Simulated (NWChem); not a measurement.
System: C$_{2}$H$_{3}$F$_{2}$, doublet; SMILES F[C](F)C

Excerpt of the output:

```
             Northwest Computational Chemistry Package (NWChem) 7.3.0
             --------------------------------------------------------

 CS  symmetry detected

                             Geometry "geometry" -> ""
                             -------------------------

 Output coordinates in angstroms (scale by  1.889725989 to convert to a.u.)

  No.       Tag          Charge          X              Y              Z
 ---- ---------------- ---------- -------------- -------------- --------------
    1 C                    6.0000     0.05654937    -1.38098367     0.00000000
    2 C                    6.0000    -0.29807650     0.05807671     0.00000000
    3 F                    9.0000     0.05542314     0.73265794    -1.08716900
    4 F                    9.0000     0.05542314     0.73265794     1.08716900
    5 H                    1.0000     1.15522520    -1.51061978     0.00000000
    6 H                    1.0000    -0.35183944    -1.86989065    -0.89420600
    7 H                    1.0000    -0.35183944    -1.86989065     0.89420600

 Effective nuclear repulsion energy (a.u.)     123.6721173956

      Symmetry information
      --------------------

 Group name             Cs
 Group number              2
 Group order               2
 No. of unique centers     5

                                 NWChem DFT Module
                                 -----------------

 Summary of "ao basis" -> "ao basis" (spherical)
 ------------------------------------------------------------------------------
       Tag                 Description            Shells   Functions and Types
 ---------------- ------------------------------  ------  ---------------------
 C                          def2-svp                 6       14   3s2p1d
 F                          def2-svp                 6       14   3s2p1d
 H                          def2-svp                 3        5   2s1p

      Symmetry analysis of basis
      --------------------------

        a'         43
        a"         28

            General Information
            -------------------
          SCF calculation type: DFT
          Wavefunction type:  spin polarized.
          No. of atoms     :     7
          No. of electrons :    33
           Alpha electrons :    17
            Beta electrons :    16
          Charge           :     0
          Spin multiplicity:     2
          Use of symmetry is: on ; symmetry adaption is: on
          Maximum number of iterations: 150
          AO basis - number of functions:    71
                     number of shells:    33
          Convergence on energy requested:  1.00D-06
          Convergence on density requested:  1.00D-05
          Convergence on gradient requested:  5.00D-04

              XC Information
              --------------
                         PBE0 Method XC Functional
                     Hartree-Fock (Exact) Exchange  0.250
          PerdewBurkeErnzerhof Exchange Functional  0.750
            Perdew 1991 LDA Correlation Functional  1.000 local
           PerdewBurkeErnz. Correlation Functional  1.000 non-local

             Grid Information
             ----------------
          Grid used for XC integration:  medium
          Radial quadrature: Mura-Knowles
          Angular quadrature: Lebedev.
          Tag              B.-S. Rad. Rad. Pts. Rad. Cut. Ang. Pts.
          ---              ---------- --------- --------- ---------
          C                   0.70       49           8.0       434
          F                   0.50       49           9.0       434
          H                   0.35       45           7.0       434
          Grid pruning is: on
          Number of quadrature shells:   237
          Spatial weights used:  Erf1

      Superposition of Atomic Density Guess
      -------------------------------------

 Sum of atomic energies:        -275.33248082

      Non-variational initial energy
      ------------------------------

 Total energy =    -276.843598
 1-e energy   =    -626.072647
 2-e energy   =     225.556931
 HOMO         =      -0.080528
 LUMO         =       0.132884

   Symmetry analysis of molecular orbitals - initial alpha
   -------------------------------------------------------

  Numbering of irreducible representations:

     1 a'          2 a"

  Orbital symmetries:

     1 a'          2 a"          3 a'          4 a'          5 a'
     6 a"          7 a'          8 a'          9 a"         10 a'
    11 a'         12 a"         13 a"         14 a'         15 a"
    16 a'         17 a'         18 a'         19 a"         20 a'
    21 a'         22 a"         23 a'         24 a'         25 a'
    26 a"         27 a'

   Symmetry analysis of molecular orbitals - initial beta
   ------------------------------------------------------

  Numbering of irreducible representations:

     1 a'          2 a"

  Orbital symmetries:

     1 a'          2 a"          3 a'          4 a'          5 a'
     6 a"          7 a'          8 a'          9 a"         10 a'
    11 a'         12 a"         13 a"         14 a'         15 a"
    16 a'         17 a'         18 a'         19 a"         20 a'
    21 a'         22 a"         23 a'         24 a'         25 a'
    26 a"         27 a'

     ---------------------------------------------
      Total Density - Mulliken Population Analysis
     ---------------------------------------------

    Atom       Charge   Shell Charges
 -----------   ------   -------------------------------------------------------
    1 C    6     6.28   1.99  0.96  0.17  2.07  1.07  0.02
    2 C    6     5.30   1.99  0.90  0.37  1.38  0.56  0.10
    3 F    9     9.37   1.99  1.14  0.76  3.44  2.03  0.01
    4 F    9     9.37   1.99  1.14  0.76  3.44  2.03  0.01
    5 H    1     0.91   0.66  0.23  0.03
    6 H    1     0.88   0.66  0.20  0.03
    7 H    1     0.88   0.66  0.20  0.03

     --------------------------------------------
      Spin Density - Mulliken Population Analysis
     --------------------------------------------

    Atom       Charge   Shell Charges
 -----------   ------   -------------------------------------------------------
    1 C    6     0.03   0.00  0.01 -0.03  0.04  0.00  0.01
    2 C    6     0.78   0.00  0.05  0.16  0.35  0.21  0.00
    3 F    9     0.05   0.00  0.00 -0.00  0.05 -0.00  0.00
    4 F    9     0.05   0.00  0.00 -0.00  0.05 -0.00  0.00
    5 H    1     0.09   0.03  0.05  0.00
    6 H    1     0.00   0.00  0.00  0.00
    7 H    1     0.00   0.00  0.00  0.00

   convergence    iter        energy       DeltaE   RMS-Dens  Diis-err
 ---------------- ----- ----------------- --------- --------- ---------
 d= 0,ls=0.0,diis     1   -277.0556566237 -4.01D+02  1.05D-02  2.14D-01
                                                     7.25D-03  1.87D-01
 d= 0,ls=0.0,diis     2   -277.0339303977  2.17D-02  4.43D-03  3.15D-01
                                                     4.02D-03  3.25D-01
 d= 0,ls=0.0,diis     3   -277.1480259321 -1.14D-01  7.30D-04  6.26D-03
                                                     6.68D-04  6.16D-03
 d= 0,ls=0.0,diis     4   -277.1498354238 -1.81D-03  6.23D-04  6.98D-04
                                                     1.80D-04  5.17D-04
 d= 0,ls=0.0,diis     5   -277.1500925125 -2.57D-04  6.62D-05  1.66D-05
                                                     8.94D-05  3.24D-05
  Resetting Diis
 d= 0,ls=0.0,diis     6   -277.1501089932 -1.65D-05  4.03D-05  5.63D-06
                                                     2.41D-05  2.43D-06
 d= 0,ls=0.0,diis     7   -277.1501116828 -2.69D-06  1.61D-05  4.78D-07
                                                     1.33D-05  6.59D-07
 d= 0,ls=0.0,diis     8   -277.1501118397 -1.57D-07  6.90D-06  5.18D-07
                                                     5.95D-06  4.25D-07

         Total DFT energy =     -277.150111839689
      One electron energy =     -627.837810188466
           Coulomb energy =      259.596239989900
    Exchange-Corr. energy =      -32.580659036764
 Nuclear repulsion energy =      123.672117395641

 Numeric. integr. density =       33.000002860904

                  Occupations of the irreducible representations
                  ----------------------------------------------

                     irrep           alpha         beta
                     --------     --------     --------
                     a'               11.0         10.0
                     a"                6.0          6.0

                    DFT Final Alpha Molecular Orbital Analysis
                    ------------------------------------------

 Vector   15  Occ=1.000000D+00  E=-4.160414D-01  Symmetry=a"
              MO Center= -4.1D-02, -4.0D-01, -4.3D-14, r^2= 2.8D+00
   Bfn.  Coefficient  Atom+Function         Bfn.  Coefficient  Atom+Function
  ----- ------------  ---------------      ----- ------------  ---------------
     6      0.318107  1 C  pz                33      0.288641  3 F  py
    47     -0.288641  4 F  py                62     -0.233836  6 H  s
    67      0.233836  7 H  s                 34      0.220917  3 F  pz
    48      0.220917  4 F  pz                36     -0.194772  3 F  py
    50      0.194772  4 F  py                37     -0.150482  3 F  pz

 Vector   16  Occ=1.000000D+00  E=-4.123966D-01  Symmetry=a'
              MO Center= -1.5D-02, -3.6D-01, -7.3D-15, r^2= 2.5D+00
   Bfn.  Coefficient  Atom+Function         Bfn.  Coefficient  Atom+Function
  ----- ------------  ---------------      ----- ------------  ---------------
    33     -0.337236  3 F  py                47     -0.337236  4 F  py
     5      0.321859  1 C  py                36      0.232206  3 F  py
    50      0.232206  4 F  py                19     -0.220337  2 C  py
    62     -0.166051  6 H  s                 67     -0.166051  7 H  s
     8      0.144145  1 C  py                 4      0.139996  1 C  px

[...]
```

Level: PBE0/def2-SVP, spin-unrestricted. In the optimisation the excess spin sits in a' (Cs, its own frame). All runs use the structure optimised with PBE0/def2-SVP, spin-unrestricted. No stability test was run on the SCF state.

**Question.** Which NWChem input produces such a log?

**Answer.** Several could match; the one computed here: the input that was run:
```
start job
memory heap 200 mb stack 900 mb global 1100 mb
geometry units angstroms noautoz
  C      0.039625     1.391801     0.000000
  C     -0.292284    -0.052668     0.000000
  F      0.071800    -0.721596    -1.087169
  F      0.071800    -0.721596     1.087169
  H      1.136122     1.538731     0.000000
  H     -0.376416     1.874213    -0.894206
  H     -0.376416     1.874213     0.894206
end
basis spherical
  * library def2-svp
end
dft
  odft
  mult 2
  xc pbe0
  iterations 150
  mulliken
end
task dft energy
```
